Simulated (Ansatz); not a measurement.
This geometry of BrH + Cl2H6Si3 (13 atoms, charge 0, multiplicity 1) is a first-order saddle point.

These are results of RKS PBE/def2-SVP (Ansatz 0.2.0), not measurements.

```xyz
13
Properties=species:S:1:pos:R:3
Si -0.201 0.052 -0.278
Cl 0.404 0.499 2.126
Si 2.118 -0.277 -0.589
H 2.483 -1.608 0.007
H 2.419 -0.289 -2.064
H 2.895 0.818 0.089
Si -1.288 2.093 -0.740
H -2.563 1.788 -1.473
H -1.557 2.837 0.535
H -0.380 2.913 -1.620
Cl -0.857 -1.435 -1.643
Br -2.380 -0.653 1.283
H -1.108 -0.035 2.148
```

Which two structures does it join? (They come from a converged band through this point; their orientation in space is the band's.)

Bonds broken: Si1–Cl2, Br12–H13. Bonds formed: Si1–Br12, Cl2–H13. BrH + Cl2H6Si3 becomes BrClH6Si3 + ClH.

Image 0:

```xyz
13
Properties=species:S:1:pos:R:3
Si 0.198 -0.062 -0.347
Cl -0.037 -0.550 1.703
Si 2.523 -0.018 -0.722
H 3.094 -1.356 -0.346
H 2.782 0.261 -2.177
H 3.147 1.062 0.117
Si -1.064 1.879 -0.788
H -2.518 1.578 -0.570
H -0.607 2.982 0.129
H -0.818 2.281 -2.217
Cl -0.603 -1.620 -1.492
Br -3.739 0.350 2.334
H -2.372 -0.084 2.156
```

Image 8:

```xyz
13
Properties=species:S:1:pos:R:3
Si -0.450 -0.101 -0.751
Cl 0.555 1.178 2.551
Si 1.868 -0.428 -0.365
H 2.094 -1.226 0.887
H 2.397 -1.190 -1.551
H 2.565 0.901 -0.281
Si -1.399 2.058 -0.784
H -2.769 1.928 -1.394
H -1.496 2.640 0.595
H -0.546 2.940 -1.657
Cl -0.898 -0.928 -2.627
Br -1.609 -1.302 0.823
H -0.326 0.231 2.334
```

How far does it lie above each of them?

1.18 eV above the first and 1.16 eV above the second. This is the barrier of this one path; another mechanism may lie lower. The orbitals stay closed-shell, which can raise the energy where a bond breaks towards radicals; this wasn't checked here.

The run took 6 min on 4 threads of Arm Neoverse V2, with other jobs on the host, peak memory 0.29 GiB.
